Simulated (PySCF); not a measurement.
# Spin states of LiBi⁺

Unrestricted PBE0; Li cc-pVDZ, Bi cc-pVDZ-PP with ECP60; scalar-relativistic core potentials (PySCF 2.14). Outer shells of the fragments: Li+ closed shells only; Bi 5d10 6s2 6p3.

Followed along the bond (rough minima from three points):

| 2Ms+1 | unpaired | ⟨S²⟩ at the start | R at minimum (Å) | Te (eV) |
| --- | --- | --- | --- | --- |
| 4 | σ ↑, π ↑↑ | 3.75 | 3.03 | 0.00 |
| 2 | σ ↓, π ↑↑ | 1.76 | 3.14 | 0.60 |
| 2 | σ ↑, π ↑↓ | 1.76 | 3.08 | 0.64 |
| 2 | π ↑ | 0.75 | 2.92 | 0.65 |
| 2 | σ ↑ | 0.75 | 3.05 | 1.55 |

Solutions found at the starting distance of 2.845 Å, counted from the lowest of them; the search is not exhaustive and high or unbound solutions are not listed, so other states can lie among these:

```csv
2Ms+1,unpaired,term,E (eV),⟨S²⟩,⟨Lz²⟩,μ (D)
4,"σ ↑, π ↑↑",⁴Σ⁻,0.00,3.75,0.00,-9.43
2,π ↑,²Π,0.63,0.75,1.00,-8.64
2,"σ ↓, π ↑↑",mixed,0.64,1.76,0.00,-9.38
2,"σ ↑, π ↑↓",mixed,0.65,1.76,2.01,-9.34
2,σ ↑,mixed,1.55,0.75,2.00,-9.12
2,π ↑,²Π,2.55,0.75,1.01,-9.68
4,"σ ↑↑, π ↑",⁴Π,4.68,3.75,1.00,0.12
4,"σ ↑, π ↑↑",mixed,5.69,3.75,2.00,-0.19
```

A term symbol is given only where ⟨S²⟩ and ⟨Lz²⟩ are close to those of a pure state; real π, δ and φ orbitals otherwise mix terms. A positive dipole points towards Bi; it is taken about the centre of mass and depends on that origin.

Spin–orbit coupling is left out, which matters for elements this heavy, above all for dissociation energies. Counting both spins, an empty level lies below a filled one in some of these solutions, because spin and occupation are held.
